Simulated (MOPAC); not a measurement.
MOPAC input (PM6):

```
PM6 PRECISE GNORM=0.05 LET XYZ UHF MS=0.5 GEO-OK AUX(PRECISION=9) THREADS=1
H5BN

B    -0.96009521 1    0.13120463 1   -0.01370137 1
N     0.63504834 1   -0.13477306 1   -0.03981207 1
H    -1.21385758 1    1.20242986 1   -0.47732170 1
H    -1.43957867 1   -0.29568526 1    0.99363338 1
H     0.83054334 1   -1.10846828 1    0.17477974 1
H     1.17231349 1    0.43494880 1    0.62287371 1
H     1.00571709 1    0.05416318 1   -0.96677382 1
```

From the last part of the output:

```
                                                       MOPAC v23.2.5 Linux

          FINAL HEAT OF FORMATION =         19.54760 KCAL/MOL =      81.78714 KJ/MOL

          COSMO AREA              =         74.08 SQUARE ANGSTROMS
          COSMO VOLUME            =         55.33 CUBIC ANGSTROMS

          GRADIENT NORM           =          0.01558          =       0.00589 PER ATOM
          IONIZATION POTENTIAL    =          6.710483 EV
          ALPHA SOMO LUMO (EV)    =         -6.710  1.477
          BETA  SOMO LUMO (EV)    =        -10.496  1.289
          NO. OF ALPHA ELECTRONS  =          7
          NO. OF BETA  ELECTRONS  =          6
          MOLECULAR WEIGHT        =         29.8562         POINT GROUP:  Cs

          MOLECULAR DIMENSIONS (Angstroms)

            Atom       Atom       Distance
            H     7    H     4     3.11274
            H     3    H     5     2.97907
            B     1    H     6     1.52402

          SCF CALCULATIONS        =         19

   ATOM   CHEMICAL          X               Y               Z
  NUMBER   SYMBOL      (ANGSTROMS)     (ANGSTROMS)     (ANGSTROMS)

     1       B         -0.89583099  *   0.13274241  *  -0.00227819  *
     2       N          0.62310336  *  -0.12927689  *  -0.03604941  *
     3       H         -1.23979622  *   1.16553708  *  -0.47619421  *
     4       H         -1.45916391  *  -0.29039535  *   0.95334636  *
     5       H          0.77771016  *  -1.11377719  *   0.17459798  *
     6       H          1.15558909  *   0.43846950  *   0.62389241  *
     7       H          0.95486589  *   0.06202920  *  -0.97988817  *

                             CARTESIAN COORDINATES

   1    B       -0.895830989     0.132742409    -0.002278188
   2    N        0.623103356    -0.129276891    -0.036049415
   3    H       -1.239796220     1.165537076    -0.476194214
   4    H       -1.459163908    -0.290395352     0.953346361
   5    H        0.777710159    -1.113777192     0.174597976
   6    H        1.155589091     0.438469498     0.623892415
   7    H        0.954865893     0.062029199    -0.979888171

           Empirical Formula: H5 N B  =     7 atoms

      MOLECULAR POINT GROUP   :   Cs

          ALPHA EIGENVALUES
 -33.56317 -18.69971 -18.62396 -18.20751 -13.30484 -10.74221  -6.71048   1.47743
   2.99856   4.59741   4.68359   5.53616   6.56685

           BETA EIGENVALUES
 -33.55702 -18.68240 -18.52317 -17.75624 -13.04257 -10.49606   1.28861   1.79375
   3.30164   4.66729   4.77549   5.78540   6.88510

              NET ATOMIC CHARGES AND DIPOLE CONTRIBUTIONS

  ATOM NO.   TYPE          CHARGE      No. of ELECS.   s-Pop       p-Pop
    1          B          -0.859912        3.8599     1.23694     2.62297
    2          N          -0.029238        5.0292     1.38111     3.64813
    3          H           0.123237        0.8768     0.87676
    4          H           0.123237        0.8768     0.87676
    5          H           0.220960        0.7790     0.77904
    6          H           0.200757        0.7992     0.79924
    7          H           0.220958        0.7790     0.77904
 DIPOLE           X         Y         Z       TOTAL
 POINT-CHG.     4.968    -0.706     0.044     5.018
 HYBRID         0.954     0.125     0.274     1.000
 SUM            5.922    -0.580     0.318     5.959

          ATOMIC ORBITAL ELECTRON POPULATIONS

     Atom    s        px        py        pz
    1  B   1.23694   0.63917   1.00006   0.98374
    2  N   1.38111   1.28060   1.18787   1.17967
    3  H   0.87676
    4  H   0.87676
    5  H   0.77904
    6  H   0.79924
    7  H   0.77904

                    (SZ)    =    0.500000
                    (S**2)  =    0.756112

          ATOMIC ORBITAL SPIN POPULATIONS

    Atom   Total    s     px     py     pz
         Atomic
    1  B  1.0516  0.142  0.048  0.412  0.449
    2  N -0.0294  0.003 -0.019 -0.006 -0.007
    3  H -0.0352 -0.035
    4  H -0.0352 -0.035
    5  H  0.0019  0.002
    6  H  0.0443  0.044
    7  H  0.0019  0.002

 **********************
 *                    *
 * JOB ENDED NORMALLY *
 *                    *
 **********************

 == MOPAC DONE ==
```

The geometry given is a B3LYP-D3(BJ)/def2-TZVP minimum.
